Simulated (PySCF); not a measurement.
# Two-component Hartree-Fock for Br¹⁷⁺ (bromine, charge +17)

Start: [Ar]. Calculated with PySCF 2.14 in an uncontracted even-tempered set (19 s from 0.54 bohr⁻², ratio 2.6; 14 p from 0.7 bohr⁻², ratio 2.6; 6 d from 0.72 bohr⁻², ratio 2.8; 3 f from 17 bohr⁻², ratio 2.8): generalised Hartree-Fock with the X2C-1e Hamiltonian and a Gaussian nucleus; spin-orbit coupling (SO) screened by Boettger's factors.

```json
{"spinor shell": "1s1/2", "electrons": "2", "ε, screened SO (eV)": "-14183.4", "weight of nominal j (screened SO)": "1.000", "rms radius, screened SO (bohr)": "0.0492"}
{"spinor shell": "2s1/2", "electrons": "2", "ε, screened SO (eV)": "-2451.1", "weight of nominal j (screened SO)": "1.000", "rms radius, screened SO (bohr)": "0.203"}
{"spinor shell": "2p1/2", "electrons": "2", "ε, screened SO (eV)": "-2264.6", "weight of nominal j (screened SO)": "1.000", "rms radius, screened SO (bohr)": "0.178"}
{"spinor shell": "3s1/2", "electrons": "2", "ε, screened SO (eV)": "-796.92", "weight of nominal j (screened SO)": "1.000", "rms radius, screened SO (bohr)": "0.523"}
{"spinor shell": "3p1/2", "electrons": "2", "ε, screened SO (eV)": "-726.49", "weight of nominal j (screened SO)": "1.000", "rms radius, screened SO (bohr)": "0.517"}
{"spinor shell": "3p3/2", "electrons": "4", "ε, screened SO (eV)": "-716.68", "weight of nominal j (screened SO)": "1.000", "rms radius, screened SO (bohr)": "0.523"}
```

Task: Where does 2p3/2 lie, and what is the 2p spin-orbit splitting (screened SO)?

Result: At -2215.8 eV, 48.793 eV above 2p1/2.

```json
{"quantity": "E (hartree)", "screened SO": "-2454.22239"}
{"quantity": "M_J", "screened SO": "0"}
{"quantity": "⟨J²⟩", "screened SO": "0.000"}
{"quantity": "⟨L²⟩", "screened SO": "0.002"}
{"quantity": "⟨S²⟩", "screened SO": "0.002"}
```
